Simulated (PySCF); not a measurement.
Aluminum chloride, AlCl₃.
Structure used (PBE0-D3(BJ)/def2-SVP), in Å, numbered top down from 1:
```
atom  x, y, z in Å
Cl1   -1.8096   -0.9340    0.7709
Al2   -0.0347    0.0977    0.4608
Cl3    1.7793   -0.8253    0.8761
Cl4   -0.0761    2.0358   -0.2848
```

Jobs on this species (4 atoms, 64 electrons) with PySCF (density fitting). Hardware of each: one thread of an Arm Neoverse V1, shared host. Times come from a shared host and carry two figures at best. Peak memory is the resident size of the whole Python process, interpreter and libraries included.

```tsv
level and settings	work	basis functions	SCF cycles	wall time	peak memory
delta-SCF UKS PBE0, pcX-2 on the ionised atom, pcseg-1 elsewhere, spin-free X2C	ΔSCF core ionisation, 4 holes	114	?	?	?
delta-SCF UKS B3LYP, pcX-2 on the ionised atom, pcseg-1 elsewhere, spin-free X2C	ΔSCF core ionisation, 4 holes	114	41	10 s	0.42 GiB
delta-SCF UKS SCAN, pcX-2 on the ionised atom, pcseg-1 elsewhere, spin-free X2C	ΔSCF core ionisation, 4 holes	114	49	7.0 s	0.34 GiB
delta-SCF UKS SCAN, pcX-1 on the ionised atom, pcseg-1 elsewhere, spin-free X2C	ΔSCF core ionisation, 4 holes	94	47	5.2 s	0.42 GiB
delta-SCF UKS SCAN, def2-TZVP on the ionised atom, pcseg-1 elsewhere, spin-free X2C	ΔSCF core ionisation, 4 holes	91	46	5.8 s	0.42 GiB
delta-SCF UKS SCAN, pcX-2 on the ionised atom, pcseg-1 elsewhere, non-relativistic	ΔSCF core ionisation, 4 holes	114	49	6.7 s	0.42 GiB
PBE0-D3(BJ)/def2-SVP, grid level 1	geometry optimisation from a GFN2-xTB start shaken at random	72	45	15 s	0.32 GiB
delta-SCF UKS HF, pcX-2 on the ionised atom, pcseg-1 elsewhere, spin-free X2C	ΔSCF core ionisation, 4 holes	114	41	7.4 s	0.42 GiB
delta-SCF UKS PBE, pcX-2 on the ionised atom, pcseg-1 elsewhere, spin-free X2C	ΔSCF core ionisation, 4 holes	114	47	4.9 s	0.42 GiB
```

Question: Fill in the missing figures.

Answer: 
- delta-SCF UKS PBE0, pcX-2 on the ionised atom, pcseg-1 elsewhere, spin-free X2C; ΔSCF core ionisation, 4 holes: 10 s, 0.42 GiB, 40 SCF cycles

Question: What do all jobs in the table cost together?

Answer: About 72 s; the longest takes about 21 % of that, and about 3.1 times as long as the shortest.
